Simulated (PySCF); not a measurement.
A survey of 31P NMR shifts

PySCF 2.14.0 with density-fitted response routines calculation with GFN2-xTB geometry and GIAO PBE0/pcSseg-1 shieldings; non-relativistic Hamiltonian, single conformer, rapidly exchanging positions averaged, isolated molecule.

Shieldings were converted by a linear fit to measured shifts: 31P (scatter 18.1 ppm rms vs H3PO4, solution or neat liquid). A few per cent of atoms miss by over 2 rms, more outside the fitted compound classes.

**Question.** Give the 31P shifts of `C=CP(=O)(C=C)C=C`, `C=Cc1pcpc([SiH3])p1`, `CP1(=O)C=CCC=C1`.

**Answer.** 
```csv
compound,environment,δ (ppm)
C=CP(=O)(C=C)C=C,"phosphorus bonded to 3 C, O",-2.2
[CH2:1]=[CH:2][c:3]1[p:4][cH:5][p:6][c:7]([SiH3:8])[p:9]1,"P9: phosphorus bonded to 2 C, in a 6-membered ring",252.4
[CH2:1]=[CH:2][c:3]1[p:4][cH:5][p:6][c:7]([SiH3:8])[p:9]1,"P6: phosphorus bonded to 2 C, in a 6-membered ring",246.6
[CH2:1]=[CH:2][c:3]1[p:4][cH:5][p:6][c:7]([SiH3:8])[p:9]1,"P4: phosphorus bonded to 2 C, in a 6-membered ring",212.0
CP1(=O)C=CCC=C1,"phosphorus bonded to 3 C, O, in a 6-membered ring",-13.9
```

**Question.** Match the shifts 132.0, 15.4, -17.0 ppm to `COC(=O)c1ocpc1C=O`, `COc1ccp(C)c1`, `C=CC1=C[P@@H](=O)CC1`.

**Answer.** 132.0: COC(=O)c1ocpc1C=O (phosphorus bonded to 2 C, in a 5-membered ring); 15.4: C=CC1=C[P@@H](=O)CC1 (phosphorus bonded to 2 C, O, H, in a 5-membered ring); -17.0: COc1ccp(C)c1 (ring phosphorus).
